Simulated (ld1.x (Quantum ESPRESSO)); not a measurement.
## chromium: excitation energies, all-electron against TM

```json
{
  "Element": "chromium",
  "Generator": "ld1.x (Quantum ESPRESSO) 7.5",
  "Type": "norm-conserving Troullier–Martins (Kleinman–Bylander form)",
  "Functional": "PBEsol",
  "Relativity": "scalar-relativistic",
  "Frozen core": "[Ne] 3s2",
  "Valence charge": "12",
  "Reference configuration": "3p6 3d5 4s1 4p0",
  "Partial waves": "4s (bound): rc 2.80 bohr; 3p (bound): rc 0.85 bohr; 3d (bound): rc 1.70 bohr",
  "Local potential": "all-electron potential smoothed inside 2.60 bohr (lloc = -2)",
  "Core correction": "none"
}
```

Energies are relative to the spin-unpolarised reference configuration 3p6 3d5 4s1 4p0; without spin polarisation the order of configurations can differ from experiment. The frozen-core shift is the all-electron ΔE with the core orbitals held at their reference shape minus the fully relaxed ΔE.

**Question.** Give the all-electron excitation energy and the error of the potential for: 3p6 3d5 4s0 4p0; 3p6 3d4 4s0 4p0; 3p6 3d3 4s0 4p0; 3p6 3d4 4s1 4p0; 3p5 3d5 4s1 4p0; 3p6 3d6 4s0 4p0; 3p6 3d4 4s1 4p1.

**Answer.**

```json
{"valence configuration": "3p6 3d5 4s0 4p0", "charge": "+1", "ΔE all-electron (eV)": "6.873", "error AE − PS (meV)": "-11", "frozen-core shift (meV)": "+2.3"}
{"valence configuration": "3p6 3d4 4s0 4p0", "charge": "+2", "ΔE all-electron (eV)": "22.887", "error AE − PS (meV)": "-66", "frozen-core shift (meV)": "+8.6"}
{"valence configuration": "3p6 3d3 4s0 4p0", "charge": "+3", "ΔE all-electron (eV)": "53.592", "error AE − PS (meV)": "-308", "frozen-core shift (meV)": "+98"}
{"valence configuration": "3p6 3d4 4s1 4p0", "charge": "+1", "ΔE all-electron (eV)": "8.009", "error AE − PS (meV)": "-52", "frozen-core shift (meV)": "+7.2"}
{"valence configuration": "3p5 3d5 4s1 4p0", "charge": "+1", "ΔE all-electron (eV)": "51.416", "error AE − PS (meV)": "-263", "frozen-core shift (meV)": "+38"}
{"valence configuration": "3p6 3d6 4s0 4p0", "charge": "0", "ΔE all-electron (eV)": "1.727", "error AE − PS (meV)": "-45", "frozen-core shift (meV)": "+4.9"}
{"valence configuration": "3p6 3d4 4s1 4p1", "charge": "0", "ΔE all-electron (eV)": "3.536", "error AE − PS (meV)": "-475", "frozen-core shift (meV)": "+8.1"}
```

Levels in the configuration 3p6 3d4 4s1 4p0:

| level | all-electron (eV) | pseudo (eV) |
| --- | --- | --- |
| 3p | -57.099 | -57.347 |
| 3d | -13.829 | -13.945 |
| 4s | -11.406 | -11.389 |

ld1.x printed “convergence not achieved” for 3 of the counted tests; their residual had stalled under 1e-8, short of the target of 1e-14.
